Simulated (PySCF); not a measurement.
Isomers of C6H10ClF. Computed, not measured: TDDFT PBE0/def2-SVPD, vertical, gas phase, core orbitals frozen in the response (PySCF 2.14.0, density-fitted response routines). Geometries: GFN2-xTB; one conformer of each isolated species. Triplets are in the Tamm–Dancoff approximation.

A. `CC1(C)[C@@H](F)[C@@]1(C)Cl`
B. `CC/C(C)=C(/F)CCl`
C. `Cl[C@H]1CCCC[C@H]1F`
D. `[C@H]1(CC)[C@@H](Cl)C[C@@H]1F`

Lowest singlet levels (six at most, fewer where fewer were computed) with oscillator strengths:

1. 172 nm (f 0.004); 171 nm (f 0.002); 161 nm (f 0.003); 159 nm (f 0.006); 155 nm (f 0.016); 153 nm (f 0.003); T1 6.61 eV
2. 194 nm (f 0.004); 186 nm (f 0.006); 171 nm (f 0.019); 166 nm (f 0.014); 162 nm (f 0.012); 155 nm (f 0.015); T1 5.81 eV
3. 217 nm (f 0.226); 195 nm (f 0.049); 189 nm (f 0.001); 187 nm (f 0.007); 176 nm (f 0.011); 168 nm (f 0.028); T1 3.84 eV
4. 170 nm (f 0.002); 168 nm (f 0.004); 158 nm (f 0.005); 155 nm (f 0.004); 151 nm (f 0.016); 150 nm (f 0.008); T1 6.63 eV

**Question.** Match each spectrum to its molecule.

**Answer.** 1 = D, 2 = A, 3 = B, 4 = C.
- A: S1 at 6.38 eV, HOMO→LUMO (90%); Löwdin shares by element: HOMO carbon 43% or more, chlorine 36% (atoms not listed hold the other 21%); LUMO chlorine 35%, carbon 27% or more, hydrogen 6% or more (atoms not listed hold the other 33%); HOMO -7.69 and LUMO 0.20 eV.
- B: S1 at 5.71 eV, HOMO→LUMO (91%); Löwdin shares by element: HOMO carbon 58% or more, fluorine 12%, chlorine 8% (atoms not listed hold the other 22%); LUMO carbon 51% or more, chlorine 28% (atoms not listed hold the other 22%); HOMO -7.02 and LUMO -0.56 eV.
- C: S1 at 7.28 eV, HOMO→LUMO (57%), HOMO→LUMO+1 (35%); Löwdin shares by element: HOMO chlorine 59%, carbon 16% or more, hydrogen 6% or more (atoms not listed hold the other 20%); LUMO chlorine 24%, hydrogen 17% or more, carbon 11% or more (atoms not listed hold the other 48%); HOMO -8.34 and LUMO 0.41 eV.
- D: S1 at 7.19 eV, HOMO→LUMO (86%); Löwdin shares by element: HOMO chlorine 50%, carbon 27% or more (atoms not listed hold the other 24%); LUMO chlorine 40%, carbon 29% or more (atoms not listed hold the other 30%); HOMO -8.27 and LUMO 0.45 eV.
C and D have S1 within 0.09 eV of each other; their strongest listed levels stand at 8.23 eV (f 0.016) and 8.00 eV (f 0.016).
